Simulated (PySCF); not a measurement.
## Ionisation energy of Si²⁺ by level of theory

Si²⁺ [Ne] 3s2 (1S) → Si³⁺ [Ne] 3s1 (2S), as a difference of total energies. Computed with PySCF 2.14 in dyall-acv3z, with the spin-free X2C one-electron Hamiltonian (Gaussian nucleus). Correlated levels: valence: [Ne] frozen; virtual orbitals above 40 to 60 times the deepest correlated orbital energy dropped. The calculations carry no spin-orbit coupling.

Task: Order these methods by the ionisation energy they give, lowest first.
A. CCSD (valence)
B. SCS-MP2 (valence)
C. UHF
D. MP2 (valence)

Result: C (32.019 eV), D (32.911 eV), B (33.090 eV), A (33.253 eV).

Errors of the correlated levels include the incompleteness of this basis and the frozen core.

With two correlated electrons CCSD is exact in that space.

For comparison: 33.493 eV (measured; NIST Atomic Spectra Database, ionization energies).
